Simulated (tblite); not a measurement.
Compound: C4H11BClN.
Structure used (GFN2-xTB), in Å, numbered top down from 1:
```xyz
18
C4H11BClN angstrom
C      2.526   -0.259   -0.728
B      1.599    0.345    0.406
Cl     2.362    1.058    1.815
N      0.217    0.360    0.402
C     -0.721   -0.145   -0.584
C     -1.458    1.016   -1.253
C     -1.703   -1.109    0.082
H      3.049   -1.143   -0.367
H      1.985   -0.543   -1.626
H      3.295    0.453   -1.020
H     -0.264    0.790    1.182
H     -0.147   -0.687   -1.339
H     -0.746    1.694   -1.716
H     -2.036    1.573   -0.518
H     -2.135    0.643   -2.016
H     -2.321   -0.581    0.806
H     -1.161   -1.899    0.596
H     -2.352   -1.561   -0.663
```

Computed values, GFN2-xTB/tblite, gas phase, harmonic and unscaled. The method is semi-empirical: single wavenumbers can be off by several per cent or more. One conformer, not necessarily the lowest. The optimisation stopped once no atom felt more than 0.01 eV/Å.

Lowest wavenumbers of the output (negative numbers stand for imaginary wavenumbers):
```
mode    cm-1
  1     -54.0
  2      27.7
  3      90.3
  4     154.6
  5     194.4
  6     228.7
  7     238.9
  8     318.5
  9     359.8
 10     382.0
```

Problem. Is this structure a minimum?

Solution. Not by this Hessian. 1 mode is imaginary beyond 20i (54i cm⁻¹), so at this level the point lies at or near a first-order saddle. The curvature is small, so loose convergence or finite differences may be the whole cause.

Problem. Which atoms move in the imaginary mode?

Solution. 54i: H8 (methyl hydrogen) 37 %, H9 (methyl hydrogen) 31 %, H10 (methyl hydrogen) 30 %. These are shares of the mass-weighted motion.

Problem. What is the remedy?

Solution. Step along that mode in both directions, optimise again with tighter thresholds and repeat the frequencies. The zero-point energy of this point (94.9 kcal/mol) counts the 47 real modes alone, and thermal corrections from it aren't those of a minimum.
